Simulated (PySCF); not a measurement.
Species: C₅H₄ClN.
Bonds: Cl1–C2, C2–C3 (aromatic), C3–C4 (aromatic), C4–N5 (aromatic), N5–C6 (aromatic), C6–C7 (aromatic), C2–C7 (aromatic). Hydrogens: H8 on C3; H9 on C4; H10 on C6; H11 on C7.

Method: PySCF 2.14.0, B3LYP/def2-SVP geometry optimisation, gas phase; density fitting, grid level 1; the optimiser is geomeTRIC in internal coordinates, started from a GFN2-xTB structure.

Step 0: E = -19253.9558 eV
```
atom  x, y, z in Å  |  force x, y, z in eV/Å
Cl1    -0.6581    3.9181    0.6021   -0.063   0.427   0.026
C2     -0.3886    2.2151    0.5025   -0.028   0.177   0.011
C3     -1.4630    1.3406    0.4402   -0.090   0.027  -0.003
C4     -1.1822   -0.0154    0.3610   -0.176  -0.030   0.000
N5      0.0421   -0.5097    0.3441    0.129  -0.832  -0.048
C6      1.0548    0.3355    0.4046    0.174   0.032   0.006
C7      0.9034    1.7119    0.4849    0.079   0.061   0.003
H8     -2.4777    1.7032    0.4527   -0.463   0.177   0.005
H9     -1.9818   -0.7419    0.3091   -0.511  -0.262  -0.021
H10     2.0400   -0.1107    0.3890    0.564  -0.094  -0.003
H11     1.7575    2.3672    0.5315    0.386   0.316   0.024
```

Step 1: E = -19254.0013 eV
```
atom  x, y, z in Å  |  force x, y, z in eV/Å
Cl1    -0.6617    3.9450    0.6045    0.022  -0.127  -0.007
C2     -0.3895    2.2214    0.5029   -0.017   0.080   0.004
C3     -1.4685    1.3386    0.4393   -0.087   0.066   0.004
C4     -1.1880   -0.0286    0.3608   -0.063  -0.029  -0.004
N5      0.0460   -0.5345    0.3433    0.011  -0.058  -0.003
C6      1.0642    0.3251    0.4039    0.072  -0.014   0.000
C7      0.9097    1.7120    0.4851    0.057   0.094   0.007
H8     -2.4964    1.7061    0.4509    0.017  -0.009  -0.001
H9     -2.0177   -0.7451    0.3097    0.032   0.010   0.001
H10     2.0745   -0.1031    0.3882   -0.034   0.002  -0.001
H11     1.7739    2.3769    0.5330   -0.010  -0.015  -0.001
```

Problem. Estimate the geometry and energy of step 2. (The exact step hangs on the optimiser's Hessian estimate; all steps are aligned on step 1, rigid shifts and turns removed.)

Solution. E = -19254.0017 eV, largest force 0.084 eV/Å
```
atom  x, y, z in Å  |  force x, y, z in eV/Å
Cl1    -0.6647    3.9382    0.6041    0.023  -0.006   0.000
C2     -0.3883    2.2192    0.5027   -0.038   0.074   0.004
C3     -1.4717    1.3405    0.4394    0.056  -0.039  -0.002
C4     -1.1888   -0.0272    0.3608   -0.043  -0.009  -0.001
N5      0.0459   -0.5336    0.3434    0.003   0.001   0.000
C6      1.0653    0.3257    0.4040    0.030   0.004   0.000
C7      0.9131    1.7138    0.4852   -0.036  -0.015  -0.001
H8     -2.4986    1.7089    0.4511    0.009   0.001   0.000
H9     -2.0162   -0.7451    0.3098    0.004  -0.006   0.000
H10     2.0737   -0.1050    0.3881   -0.002  -0.005   0.000
H11     1.7770    2.3785    0.5331   -0.007  -0.001   0.000
```

The energy changes by -0.0004 eV. The first-order estimate −F·Δx gives -0.0014 eV and the mean of the old and new forces, exact on a quadratic surface, -0.0004 eV. The step makes an angle of 61° with the force vector and moves no atom by more than 0.008 Å.

The cost below is that of the whole optimisation. The run took 21 s wall on one thread, Arm Neoverse V1 (aarch64), no GPU (shared host), and the process peaked at 0.56 GiB of memory.
